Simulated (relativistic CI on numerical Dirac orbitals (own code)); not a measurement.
## Line list: Electric-dipole lines, Cd XII

Computed by Dirac-Coulomb-Breit CI, orbitals from a KLI potential per configuration, QED by a radiative potential, unscaled Slater integrals (own radial code, finite nucleus).

Configurations in the expansion (outside the closed core [Ar] 3d10): 4s²4p⁶4d, 4s²4p⁵4d², 4s²4p⁶4f, 4s²4p⁶5s, 4s4p⁶4d², 4s²4p⁶5p, 4s²4p⁵4d4f, 4s²4p⁶5d, 4s4p⁶4d4f, 4s²4p⁶6s, 4s²4p⁵4d5s, 4s²4p⁶5f, 4s²4p⁶6p, 4s²4p⁶5g, 4s²4p⁵4d5p, 4s²4p⁶6d, 4s²4p⁶7s, 4s²4p⁶6f, 4s²4p⁶7p, 4s²4p⁵4d5d, 4s4p⁶4d5s, 4p⁶4d³, 4p⁵4d⁴, 4p⁵4d³4f, 4p⁶4d4f², 4p⁵4d²4f², 4p⁶4f³, 4p⁶4f²5s, 4p⁶4f²5p, 4p⁵4d4f³, 4s4p⁶5s², 4s4p⁵4f5s². Double excitations out of closed p, d and f shells are left out; levels of such configurations are missing from the list, as are those of other unlisted configurations, and high levels can miss mixing partners. These lack a partner that the ground configuration has and come out too high: 4s²4p⁵4d5s, 4s²4p⁵4d5p, 4s²4p⁵4d5d, 4s²4p⁶5d, 4s²4p⁶6s.

```
λ vac (nm)                   Lower                    Upper   A (s⁻¹)        gf  Branching (%)
    14.000      4s²4p⁶4d ²D3/2 [1]    4s²4p⁵4d² ²D°3/2 [51]  7.66e+11  9.01e+00           88.8
    14.161      4s²4p⁶4d ²D5/2 [2]    4s²4p⁵4d² ²D°5/2 [52]  8.33e+11  1.50e+01           99.6
    14.185     4s²4p⁶5s ²S1/2 [13]  4s²4p⁵4d5s ²P°3/2 [254]  7.03e+11  8.48e+00           96.5
    14.333      4s²4p⁶4d ²D5/2 [2]    4s²4p⁵4d² ²F°7/2 [50]  7.12e+11  1.76e+01          100.0
    14.372      4s²4p⁶4d ²D5/2 [2]    4s²4p⁵4d² ²P°3/2 [49]  4.99e+11  6.18e+00           87.5
    14.480      4s²4p⁶4d ²D3/2 [1]    4s²4p⁵4d² ²P°1/2 [48]  5.66e+11  3.56e+00          100.0
    14.555      4s²4p⁶4d ²D3/2 [1]    4s²4p⁵4d² ²F°5/2 [47]  7.00e+11  1.33e+01           99.9
    15.617    4s²4p⁵4d² ⁴D°1/2 [3]   4s²4p⁵4d4f ⁴F3/2 [142]  1.69e+11  2.48e+00           44.0
    15.860  4s²4p⁵4d² ²H°11/2 [21]  4s²4p⁵4d4f ²I13/2 [201]  3.70e+11  1.95e+01           99.0
    15.916   4s²4p⁵4d² ²H°9/2 [26]  4s²4p⁵4d4f ²H11/2 [219]  2.75e+11  1.25e+01           76.8
    15.919    4s²4p⁵4d² ⁴D°5/2 [5]   4s²4p⁵4d4f ⁴F7/2 [138]  9.46e+10  2.88e+00           36.6
    15.954   4s²4p⁵4d² ²G°9/2 [41]  4s²4p⁵4d4f ²H11/2 [266]  3.47e+11  1.59e+01           86.7
    16.177    4s²4p⁵4d² ²F°5/2 [8]   4s²4p⁵4d4f ⁴H7/2 [144]  1.22e+11  3.82e+00           46.2
    16.189    4s²4p⁵4d² ⁴D°7/2 [6]   4s²4p⁵4d4f ⁴F9/2 [135]  1.14e+11  4.47e+00           52.6
    16.445   4s²4p⁵4d² ⁴G°7/2 [10]   4s²4p⁵4d4f ⁴H9/2 [136]  1.39e+11  5.63e+00           68.5
    16.455    4s²4p⁵4d² ⁴G°9/2 [7]  4s²4p⁵4d4f ⁴H11/2 [134]  2.42e+11  1.18e+01           86.8
    16.465   4s²4p⁵4d² ²G°7/2 [32]   4s²4p⁵4d4f ²H9/2 [217]  2.69e+11  1.09e+01           91.1
    16.528   4s²4p⁵4d² ⁴G°11/2 [9]  4s²4p⁵4d4f ⁴H13/2 [130]  2.67e+11  1.53e+01           99.6
    16.565   4s²4p⁵4d² ⁴F°9/2 [20]  4s²4p⁵4d4f ⁴G11/2 [157]  2.14e+11  1.06e+01           95.4
    16.934   4s²4p⁵4d² ²F°7/2 [50]   4s²4p⁵4d4f ²G9/2 [280]  5.87e+11  2.53e+01           70.3
```

Terms are leading LS components. Brackets give the number of a level in order of energy, since labels repeat. The list gives strong lines, with weight on those to low levels, without lines whose two gauges differ by over a factor of 2.5, among the lowest 400 of 6920 levels, so that lines to higher ones, which can be the strongest, are missing. Levels whose partners in the same complex of configurations lie outside the list can be far off, and so can their lines. Rates are taken at the computed energies, electric ones in the length gauge.

At this charge energies of transitions that change n are usually good to better than 1 %, and those within a shell (Δn = 0) to a few per cent.

LS names give the leading component of a level, which can be under half, so a name can repeat, a term be missing and a line seem to break the LS rules.
